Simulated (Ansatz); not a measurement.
Ansatz (an electronic-structure program) input:

Ansatz 0.2 input:
```yaml
crystal:
  periodic: [false, false, false]
  atoms:
    - {symbol: C, position_ang: [1.31250940, 0.57814542, -0.58718635]}
    - {symbol: Si, position_ang: [-0.26013958, -0.11491985, 0.13017299]}
    - {symbol: O, position_ang: [-0.63467836, -1.53650556, -0.57103866]}
    - {symbol: O, position_ang: [-1.49311906, 0.92674656, -0.08899073]}
    - {symbol: O, position_ang: [-0.13694396, -0.38982791, 1.73474172]}
    - {symbol: H, position_ang: [1.56127928, 1.62259305, -0.54169223]}
    - {symbol: H, position_ang: [2.05043890, -0.03701966, -1.06891113]}
    - {symbol: H, position_ang: [-1.01860141, -1.53030784, -1.44220598]}
    - {symbol: H, position_ang: [-1.63379976, 1.60660944, 0.56219184]}
    - {symbol: H, position_ang: [0.25298187, -1.20672251, 2.02993520]}
basis:
  gaussian:
    orbitals: def2-TZVP
hamiltonian:
  xc: b3lyp
  dispersion: d3bj
magnetization: {spin_polarized: true, initial_magnetization: 1}
relax: {f_tol: 0.002, max_steps: 150}
```

Task: What final total energy does it print?

Result: -556.55352 Eh (B3LYP-D3(BJ)/def2-TZVP). The basis has 191 functions.

It need not be the lowest isomer of its formula.
